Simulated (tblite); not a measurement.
Compound: C6H11BSSi.
Numbering: `[BH2:1][S:2][SiH2:3][C@@H:4]1[CH2:5][CH2:6][C@@H:7]1[C:8]#[CH:9]` (hydrogens: H10, H11 on B1; H12, H13 on Si3; H14 on C4; H15, H16 on C5; H17, H18 on C6; H19 on C7; H20 on C9)

Computed with GFN2-xTB (tblite), gas phase: L-BFGS steps from a force-field or distance-geometry start until the largest atomic force falls under 0.01 eV/Å.

Step 23: E = -669.7449 eV
```
atom  x, y, z in Å  |  force x, y, z in eV/Å
B1      3.9279   -0.0178    0.1062    0.012   0.054   0.036
S2      2.5640    0.9685    0.5568   -0.422   0.120   0.082
Si3     1.0439   -0.4836    1.1577    0.127  -0.398  -0.052
C4     -0.0421   -0.4702   -0.4146    0.029  -0.043   0.151
C5     -0.5749    0.8583   -0.9832   -0.048  -0.082   0.007
C6     -1.8678    0.1371   -1.3889    0.056   0.179   0.067
C7     -1.4894   -1.0237   -0.4434   -0.048   0.090   0.023
C8     -2.1521   -0.8523    0.8237   -0.100   0.141   0.106
C9     -2.7013   -0.4912    1.8256   -0.004  -0.067  -0.010
H10     4.6144    0.4309   -0.7139    0.337   0.006  -0.016
H11     4.1013   -1.0330    0.6450    0.051  -0.210  -0.109
H12     0.6793   -0.2371    2.5551   -0.179   0.261  -0.275
H13     1.6176   -1.8353    1.1653    0.093   0.007   0.015
H14     0.5294   -0.9681   -1.2091    0.032  -0.033   0.083
H15     0.0296    1.2645   -1.7838    0.013   0.218  -0.120
H16    -0.7514    1.6246   -0.2265    0.079  -0.113  -0.081
H17    -1.9095   -0.1316   -2.4424    0.072  -0.103   0.045
H18    -2.7784    0.6536   -1.1147   -0.236   0.083  -0.037
H19    -1.6457   -2.0321   -0.8298    0.132  -0.033   0.037
H20    -3.1998   -0.2349    2.7117    0.001  -0.079   0.047
```

Step 24: E = -669.7648 eV
```
atom  x, y, z in Å  |  force x, y, z in eV/Å
B1      3.9344   -0.0144    0.0973   -0.079   0.100   0.062
S2      2.5514    0.9687    0.5208   -0.196   0.094   0.039
Si3     1.0406   -0.4717    1.1619    0.101  -0.374   0.001
C4     -0.0428   -0.4763   -0.4065    0.005   0.020  -0.012
C5     -0.5614    0.8494   -0.9991    0.025   0.047   0.025
C6     -1.8740    0.1472   -1.3743    0.019   0.170  -0.055
C7     -1.4903   -1.0242   -0.4423   -0.089   0.132   0.017
C8     -2.1550   -0.8590    0.8230   -0.112   0.061   0.132
C9     -2.7130   -0.5169    1.8259    0.003  -0.065  -0.023
H10     4.6718    0.4663   -0.6717    0.163  -0.141   0.159
H11     4.0375   -1.0583    0.6133    0.156  -0.046  -0.229
H12     0.6946   -0.2150    2.5622   -0.189   0.281  -0.275
H13     1.6102   -1.8205    1.1833    0.127  -0.065   0.013
H14     0.5391   -0.9861   -1.1858    0.014  -0.042   0.054
H15     0.0463    1.2427   -1.8093   -0.073   0.071  -0.091
H16    -0.7046    1.6406   -0.2604    0.015  -0.149  -0.040
H17    -1.9493   -0.1201   -2.4285    0.097  -0.076   0.087
H18    -2.7774    0.6767   -1.0823   -0.077   0.014  -0.028
H19    -1.6438   -2.0307   -0.8394    0.113   0.025   0.062
H20    -3.2193   -0.2717    2.7089   -0.023  -0.056   0.102
```

Step 25: E = -669.7671 eV
```
atom  x, y, z in Å  |  force x, y, z in eV/Å
B1      3.9510   -0.0125    0.0890   -0.795   0.407   0.324
S2      2.5371    0.9516    0.5177    0.216   0.178  -0.116
Si3     1.0430   -0.4852    1.1449    0.056  -0.298  -0.004
C4     -0.0432   -0.4785   -0.4026   -0.061   0.049  -0.248
C5     -0.5647    0.8447   -0.9971    0.149  -0.076   0.064
C6     -1.8732    0.1508   -1.3685    0.106  -0.056   0.001
C7     -1.4905   -1.0200   -0.4347   -0.081   0.176   0.023
C8     -2.1527   -0.8325    0.8252   -0.078  -0.111   0.125
C9     -2.7113   -0.5160    1.8341   -0.016  -0.033   0.005
H10     4.6888    0.4548   -0.6486    0.522   0.200  -0.260
H11     4.0279   -1.0404    0.5875    0.246  -0.628   0.046
H12     0.6457   -0.2100    2.5091   -0.224   0.317   0.049
H13     1.6169   -1.8198    1.1803    0.198  -0.247   0.020
H14     0.5419   -0.9889   -1.1741    0.010  -0.103  -0.100
H15     0.0348    1.2804   -1.7811    0.105  -0.050  -0.433
H16    -0.6907    1.6177   -0.2620   -0.196   0.259   0.482
H17    -1.9323   -0.1337   -2.4057    0.093  -0.168  -0.388
H18    -2.7845    0.6738   -1.1137   -0.187   0.125   0.149
H19    -1.6332   -2.0336   -0.8179    0.026   0.062   0.048
H20    -3.2159   -0.2758    2.7151   -0.090  -0.005   0.215
```

Q: Estimate the geometry and energy of step 26. (The exact step hangs on the optimiser's Hessian estimate; all steps are aligned on step 25, rigid shifts and turns removed.)

A: E = -669.8008 eV, largest force 0.425 eV/Å
```
atom  x, y, z in Å  |  force x, y, z in eV/Å
B1      3.9408   -0.0092    0.0922   -0.337   0.213   0.146
S2      2.5352    0.9624    0.5120    0.134   0.073  -0.058
Si3     1.0434   -0.4847    1.1508    0.019  -0.185  -0.009
C4     -0.0428   -0.4792   -0.4036   -0.030   0.035  -0.162
C5     -0.5589    0.8453   -0.9999    0.102   0.048   0.004
C6     -1.8735    0.1539   -1.3686   -0.002   0.000  -0.055
C7     -1.4919   -1.0186   -0.4362   -0.061   0.119   0.015
C8     -2.1553   -0.8432    0.8262   -0.058  -0.057   0.073
C9     -2.7150   -0.5219    1.8330   -0.049  -0.022   0.065
H10     4.7020    0.4654   -0.6487    0.169  -0.028   0.081
H11     4.0234   -1.0581    0.5873    0.182  -0.180  -0.147
H12     0.6592   -0.2017    2.5243   -0.198   0.284  -0.076
H13     1.6157   -1.8194    1.1851    0.203  -0.249   0.024
H14     0.5431   -0.9932   -1.1744   -0.012  -0.076  -0.053
H15     0.0419    1.2642   -1.8003   -0.009  -0.055  -0.211
H16    -0.6880    1.6277   -0.2638   -0.100   0.077   0.244
H17    -1.9428   -0.1298   -2.4133    0.091  -0.084  -0.126
H18    -2.7845    0.6807   -1.0960   -0.031   0.040   0.044
H19    -1.6351   -2.0310   -0.8249    0.037   0.078   0.053
H20    -3.2220   -0.2827    2.7155   -0.050  -0.031   0.148
```

The energy changes by -0.0337 eV. The first-order estimate −F·Δx gives -0.0512 eV and the mean of the old and new forces, exact on a quadratic surface, -0.0338 eV. The step makes an angle of 60° with the force vector and moves no atom by more than 0.026 Å.

The cost below is that of the whole relaxation. Time: 3.0 s. Hardware: one thread, Arm Neoverse N1 (aarch64), shared host with 64 logical CPUs at a one-minute load of 59.
